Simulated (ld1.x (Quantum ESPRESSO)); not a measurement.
# Before and after: PAW potential for Pb (Z = 82)

Pb, PAW, made with ld1.x (Quantum ESPRESSO) 7.5 (PBEsol, scalar-relativistic). Core [Xe] 4f14, reference 5d10 6s1.75 6p2.25. Waves: 6s (bound): rcut 1.45, rcutus 1.85 bohr; 6s channel at 1.55 Ry: rcut 1.45, rcutus 1.85 bohr; 6p (bound): rcut 2.70, rcutus 2.85 bohr; 6p channel at 0.4 Ry: rcut 2.70, rcutus 2.85 bohr; 5d (bound): rcut 1.65, rcutus 1.75 bohr; 5d channel at 0.9 Ry: rcut 1.65, rcutus 1.75 bohr. Local part: all-electron potential smoothed inside 2.70 bohr (lloc = -1). Core correction: Bessel-smoothed model core inside 1.65 bohr. Augmentation charge: BESSEL, radius 1.50 bohr.

Change: wave 5d channel at 0.9 Ry: rcut 1.65, rcutus 1.75 bohr becomes 5d channel at -1.42 Ry: rcut 1.65, rcutus 1.75 bohr.

Cutoffs: the cutoffs (Ry, on a coarse ladder) from which the occupation-weighted sum of valence levels, in a spherical-Bessel basis at the reference potential, stays within 10 and 1 mRy of its value at 400 Ry; they do not see the model core or the augmentation charge, which bear on the density cutoff. Errors are all-electron minus pseudo energies relative to the spin-unpolarised reference configuration.

**Question.** Predict the effect on cutoff, ghosts and configuration errors.

**Answer.** The potential gets neither clearly harder nor softer (40 Ry and 70 Ry → 40 Ry and 70 Ry); of the 7 tests that both files solve, the error grows in 2 and shrinks in 0 by more than 15 % and 0.3 meV (median size 18.4 → 21.8 meV); neither file shows a bound ghost.

| quantity | base | changed |
| --- | --- | --- |
| cutoff, loose | 40 Ry | 40 Ry |
| cutoff, tight | 70 Ry | 70 Ry |
| bound ghosts | none | none |
| error for 5d10 6s2 6p2, meV [ΔE -2.16 eV] | +1.2 | +1.2 |
| error for 5d10 6s2 6p1, meV [ΔE 4.44 eV] | +5.1 | +4.9 |
| error for 5d10 6s2 6p0, meV [ΔE 17.89 eV] | +30 | +29 |
| error for 5d10 6s0 6p4, meV [ΔE 15.75 eV] | -0.8 | -1.7 |
| error for 5d9 6s2 6p2, meV [ΔE 25.00 eV] | -18 | -22 |
| error for 5d9 6s2 6p3, meV [ΔE 17.13 eV] | -24 | -26 |
| error for 5d10 6s0 6p0, meV [ΔE 93.08 eV] | -53 | -54 |
| s: phases at 3.12 bohr within 0.05 rad from the reference energy up to (Ry; the scan ends near 5) | to the end of the scan | to the end of the scan |
| p: phases at 3.12 bohr within 0.05 rad from the reference energy up to (Ry; the scan ends near 5) | 2.8 | 2.8 |
| d: phases at 3.12 bohr within 0.05 rad from the reference energy up to (Ry; the scan ends near 5) | to the end of the scan | to the end of the scan |
| lowest overlap eigenvalue by channel | s 0.73, p 0.54, d 0.29 | s 0.73, p 0.54, d 0.98 |
